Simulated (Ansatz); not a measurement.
Diatomic BBr, closed-shell singlet (the spin of the measured ground state). No spin–orbit coupling. Br is treated without relativity.

D_e counts from the fitted minimum to each atom's lowest state at the same level, without counterpoise. The singlet is restricted.

Correlated levels freeze the inner cores; with def2 sets outer-core shells near the valence are correlated too. CBS(a, b) extrapolates the correlation energy as X⁻³ and adds the Hartree–Fock energy of set b.

Codes used: Ansatz (a quantum-chemistry and plane-wave program) with Gaussian orbitals. Each number belongs to the level named beside it.

PBE/def2-TZVPP gives 110.62 kcal/mol for the bond energy D_e.

Question: Predict the shift from PBE, with its sign, for: r2SCAN/def2-TZVPP, PBE0/def2-TZVPP, wB97M-V/def2-TZVPP, B2PLYP/def2-TZVPP, CCSD(T)/CBS(def2-TZVPP, def2-QZVPP).

Answer: r2SCAN/def2-TZVPP -3.86; PBE0/def2-TZVPP -5.06; wB97M-V/def2-TZVPP -4.95; B2PLYP/def2-TZVPP -7.57; CCSD(T)/CBS(def2-TZVPP, def2-QZVPP) -4.43 kcal/mol. 0 of 5 lie above PBE; the widest gap is to B2PLYP/def2-TZVPP.

Doubts at one or more of the structures used: a restricted determinant that unrestricted orbitals would lower (CCSD(T)/CBS(def2-TZVPP, def2-QZVPP)).
